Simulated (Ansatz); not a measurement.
Basis sets compared for the cluster Ga7Sb7⁺. Charge 1, multiplicity 2. Geometry PBE-D4/def2-SVP, loosely relaxed. Ansatz on 2 threads of AMD EPYC 7R13 on a shared host and a share (18 GiB) of an NVIDIA H100 80GB HBM3; times are rough, and most runs start from earlier orbitals.

```xyz
14

Ga   -0.3155   -0.2210    2.7665
Ga    1.1281   -1.4139    0.5975
Ga   -0.4054    2.8640    2.0770
Ga   -0.5183   -2.2553   -2.2564
Ga    0.1027    1.0989   -0.4562
Ga   -0.2281   -2.9945    2.6566
Ga   -2.0096    0.1214   -2.0395
Sb    3.1826    1.0888   -1.2944
Sb    2.5082   -1.7251   -1.7921
Sb   -2.0538    2.6517   -0.5909
Sb    1.9953    1.1189    1.4532
Sb   -2.6890    0.8898    1.5528
Sb    1.0101    0.3867   -3.0759
Sb   -1.7076   -1.6104    0.4019
```

In the def2 sets Sb takes a core potential; there is no spin–orbit coupling. Single mean-field runs in def2-SVP, def2-TZVP are fitted with def2-universal-jkfit. The geometry of the charge 1 doublet is only loosely relaxed. Another isomer (doublet) lies 1.13 eV lower at PBE0-D4/def2-TZVP; other spin states weren't run for this one.

| level | functions | energy (Eh) | HOMO (eV) | LUMO (eV) | wall time |
| --- | --- | --- | --- | --- | --- |
| PBE-D4/def2-SVP | 406 | -15152.3762 | -7.57 | -7.26 | 9.5 s |
| PBE0-D4/def2-SVP | 406 | -15152.6673 | -8.24 | -6.80 | 12 s |

(1) Estimate the rows for PBE-D4/def2-TZVP (with forces), PBE0-D4/def2-TZVP.

## Answers

(1) 
```
                         level  functions  energy (Eh)  HOMO (eV)  LUMO (eV)  wall time
PBE-D4/def2-TZVP (with forces)        686  -15154.1583      -7.52      -7.19       17 s
             PBE0-D4/def2-TZVP        686  -15154.4447      -8.16      -6.71       26 s
```
